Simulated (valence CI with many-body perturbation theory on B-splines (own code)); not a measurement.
## Level structure of Ga¹⁶⁺

Method: relativistic CI+MBPT: five valence electrons over a frozen Dirac-Fock core [Ne], radial functions for each j: 9 s, 9 p, 8 d, 6 f, 3 g, 1 h, with the one-electron correlation potential Σ1, the two-electron term Σ2, the three-electron term Σ3, Breit, model QED; selected CI, second order for the rest, scaled by the run's own slope (own B-spline code, finite nucleus).

No measured levels were compared; by estimate levels of excited configurations hold to 0.05 to 0.15 % of their energy, terms of the ground configuration to about 0.5 %. Among the levels kept, up to 1600 cm⁻¹ of a level comes from second order outside the variational space, and about a tenth of that is noise between levels of different J, which matters for small intervals.

Levels 1 to 32 of 32, with energies above the lowest level, 3s2.3p3 4S°_3/2. "Leading %" is the weight of the configuration and term that name the level; weights of strongly mixed levels are sums over their largest components and can fall short, so below about 35 % the name and the second component can differ from the true leading terms, or belong to a minority configuration. Lifetimes count E1, E2, E3, M1 and M2 decay at the calculated energies, and are blank where another channel may lead or the interval is too uncertain; long ones can be off by a factor of two.

| No. | Configuration | Term | J | E (cm⁻¹) | Leading % | g | Lifetime |
| --- | --- | --- | --- | --- | --- | --- | --- |
| 1 | 3s2.3p3 | 4S° | 3/2 | 0 | 86 | 1.912 |  |
| 2 | 3s2.3p3 | 2D° | 3/2 | 53242 | 75 | 0.970 | 1.18 ms |
| 3 | 3s2.3p3 | 2D° | 5/2 | 67961 | 97 | 1.199 | 10.1 ms |
| 4 | 3s2.3p3 | 2P° | 1/2 | 104970 | 96 | 0.664 | 425 μs |
| 5 | 3s2.3p3 | 2P° | 3/2 | 129100 | 72 | 1.249 | 176 μs |
| 6 | 3s.3p4 | 4P | 5/2 | 383440 | 86 | 1.584 | 347 ps |
| 7 | 3s.3p4 | 4P | 3/2 | 408310 | 86 | 1.713 | 293 ps |
| 8 | 3s.3p4 | 4P | 1/2 | 416830 | 84 | 2.637 | 265 ps |
| 9 | 3s.3p4 | 2D | 3/2 | 475910 | 70 | 0.850 | 144 ps |
| 10 | 3s.3p4 | 2D | 5/2 | 484170 | 74 | 1.214 | 177 ps |
| 11 | 3s2.3p2.3d | 2P | 3/2 | 540560 | 49 | 1.292 | 73.0 ps |
| 12 | 3s.3p4 | 2S | 1/2 | 546520 | 35 | 1.261 | 55.0 ps |
| 13 | 3s2.3p2.3d | 4F | 3/2 | 572710 | 86 | 0.473 | 674 ps |
| 14 | 3s2.3p2.3d | 4F | 5/2 | 582920 | 81 | 1.079 | 1.23 ns |
| 15 | 3s.3p4 | 2S | 1/2 | 584460 | 42 | 1.346 | 86.9 ps |
| 16 | 3s2.3p2.3d | 4F | 7/2 | 598820 | 88 | 1.247 | 11.1 ns |
| 17 | 3s2.3p2.3d | 2F | 5/2 | 600110 | 75 | 0.954 | 2.04 ns |
| 18 | 3s2.3p2.3d | 2F | 7/2 | 611460 | 52 | 1.256 | 10.3 ns |
| 19 | 3s2.3p2.3d | 4D | 1/2 | 613020 | 88 | 0.093 | 224 ps |
| 20 | 3s2.3p2.3d | 4D | 3/2 | 614070 | 86 | 1.148 | 264 ps |
| 21 | 3s2.3p2.3d | 4F | 9/2 | 615250 | 90 | 1.314 |  |
| 22 | 3s2.3p2.3d | 4D | 5/2 | 625520 | 63 | 1.228 | 374 ps |
| 23 | 3s2.3p2.3d | 4D | 7/2 | 650020 | 48 | 1.277 | 11.3 ns |
| 24 | 3s2.3p2.3d | 2G | 7/2 | 678970 | 87 | 0.918 | 675 ps |
| 25 | 3s2.3p2.3d | 2P | 3/2 | 681320 | 42 | 1.275 | 9.89 ps |
| 26 | 3s2.3p2.3d | 2G | 9/2 | 689340 | 89 | 1.129 |  |
| 27 | 3s2.3p2.3d | 4P | 5/2 | 693660 | 78 | 1.557 | 8.52 ps |
| 28 | 3s2.3p2.3d | 4P | 3/2 | 701990 | 68 | 1.573 | 8.84 ps |
| 29 | 3s2.3p2.3d | 4P | 1/2 | 705260 | 55 | 2.043 | 8.64 ps |
| 30 | 3s2.3p2.3d | 2P | 1/2 | 716880 | 36 | 1.243 | 8.62 ps |
| 31 | 3s2.3p2.3d | 2D | 3/2 | 717380 | 69 | 0.970 | 30.1 ps |
| 32 | 3s2.3p2.3d | 2D | 5/2 | 739930 | 79 | 1.215 | 12.1 ps |

Names give the largest LS component (configuration and term), which can be under half, so a name can repeat, a term be missing and a line seem to break the LS rules; names also repeat where a configuration has a term twice.

The ionisation energy to 3s2.3p2 3P_0 of the next ion comes out as 594.01 eV (NIST: 599.8 ± 1.4 eV (semi-empirical), further off than twice its uncertainty). All 32 levels together are meant to be complete up to 745970 cm⁻¹.
